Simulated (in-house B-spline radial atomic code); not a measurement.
A radial electron density 4πr²n(r) was computed for an atom or ion in its tabulated ground configuration with a B-spline radial code for spherical atoms; method: Dirac-Kohn-Sham PBE, spherical fractional occupations. Columns: r (bohr), 4πr²n(r) (electrons per bohr), bar.

```
 0.00104    2.431 #
 0.00128    3.463 ##
 0.00157    4.877 ##
 0.00194      6.9 ###
 0.00239    9.622 #####
 0.00295     13.3 ######
 0.00363    18.05 #########
 0.00448    24.17 ###########
 0.00552     31.6 ###############
 0.00681    40.31 ###################
 0.00839    49.71 #######################
  0.0103    58.84 ############################
  0.0127    66.76 ################################
  0.0157    71.84 ##################################
  0.0194    72.86 ##################################
  0.0239    70.08 #################################
  0.0294    65.73 ###############################
  0.0363    63.63 ##############################
  0.0447    67.59 ################################
  0.0551    77.95 #####################################
   0.068     89.4 ##########################################
  0.0838    93.09 ############################################
   0.103    85.13 ########################################
   0.127    72.09 ##################################
   0.157    67.39 ################################
   0.194    74.73 ###################################
   0.239    79.07 #####################################
   0.294    65.76 ###############################
   0.363    41.39 ####################
   0.447    27.48 #############
   0.551    28.97 ##############
   0.679     31.2 ###############
   0.837    24.39 ############
    1.03    14.37 #######
    1.27    8.235 ####
    1.57    5.839 ###
    1.93     4.12 ##
    2.38    2.147 #
    2.94   0.7328 
    3.62   0.1591 
    4.46  0.01954 
     5.5 0.001183 
    6.78 3.128e-05
```

**Question.** Which atom or ion is it?
A. Cs2+
B. Cs3+
C. I3+
D. Ce4+

**Answer.** B. The area under the curve, ∫4πr²n dr = ∫r·4πr²n d(ln r) on this logarithmic grid, is 52 electrons, which only this option has. The configuration is [Kr] 4d10 5s2 5p4.
